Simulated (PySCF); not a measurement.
First SCF of a structure search on doublet WO₂Cl, at a hand-made T-shaped (ligand arrangement 1) geometry. PySCF input:

```python
from pyscf import gto, scf, dft
mol = gto.M(atom='''
W      0.000000     0.000000     0.000000
O      1.768900     0.000000     0.061800
O     -1.768900     0.000000     0.061800
Cl     0.000000     0.000000     2.360000''',
    basis={'W': 'def2-TZVP', 'O': 'def2-TZVP', 'Cl': 'def2-TZVP'},
    ecp={'W': 'def2-TZVP'},
    charge=0, spin=1)
mf = dft.UKS(mol, xc='PBE0')
mf.grids.atom_grid = (50, 194)
aux = {'W': 'def2-universal-JKFIT', 'O': 'def2-universal-JKFIT', 'Cl': 'def2-universal-JKFIT'}
mf = mf.density_fit(auxbasis=aux)
mf.conv_tol = 1e-08
mf.diis_space = 10
mf.max_cycle = 60
mf.init_guess = 'minao'
mf.verbose = 4
mf.kernel()
```

Excerpt of the output (cycles alone):

```
init E= -657.681351992871
cycle= 1 E= -676.675129220476  delta_E=  -19  |g|= 1.36  |ddm|= 5.91
cycle= 2 E= -664.943663519406  delta_E= 11.7  |g|= 4.43  |ddm|=    4
cycle= 3 E= -677.445799361493  delta_E= -12.5  |g|= 0.277  |ddm|= 3.59
cycle= 4 E= -677.455583985969  delta_E= -0.00978  |g|= 0.267  |ddm|= 0.504
cycle= 5 E= -677.489397275121  delta_E= -0.0338  |g|= 0.0794  |ddm|= 0.292
cycle= 6 E= -677.492422669678  delta_E= -0.00303  |g|= 0.028  |ddm|= 0.0928
cycle= 7 E= -677.492871956944  delta_E= -0.000449  |g|= 0.00918  |ddm|= 0.0282
cycle= 8 E= -677.492930090621  delta_E= -5.81e-05  |g|= 0.00461  |ddm|= 0.00885
cycle= 9 E= -677.492963247615  delta_E= -3.32e-05  |g|= 0.00151  |ddm|= 0.00987
cycle= 10 E= -677.492974535193  delta_E= -1.13e-05  |g|= 0.000762  |ddm|= 0.00753
cycle= 11 E= -677.492976925547  delta_E= -2.39e-06  |g|= 0.000325  |ddm|= 0.0041
cycle= 12 E= -677.492977159925  delta_E= -2.34e-07  |g|= 7.86e-05  |ddm|= 0.00135
cycle= 13 E= -677.492977177665  delta_E= -1.77e-08  |g|= 2.7e-05  |ddm|= 0.000388
cycle= 14 E= -677.492977179997  delta_E= -2.33e-09  |g|= 1.94e-05  |ddm|= 0.000169
Extra cycle  E= -677.492977178811  delta_E= 1.19e-09  |g|= 5.86e-05  |ddm|= 4.4e-05
converged SCF energy = -677.492977178811  <S^2> = 0.77143801  2S+1 = 2.0213243
```

No lower solution of this spin was found from smeared starts or by a stability analysis within the unrestricted form.

Open d and f shells are described by one determinant, and the ground state may have another occupation or spin. With an element this heavy the missing spin–orbit coupling can shift these numbers.

The search for the lowest solution, 3 starts and the stability check together, took 24 s on 4 threads of a shared Arm Neoverse V2 host, with 139 basis functions; the process peaked at 0.59 GiB. Launch command: `OMP_NUM_THREADS=4 python axn.py task.json out`.
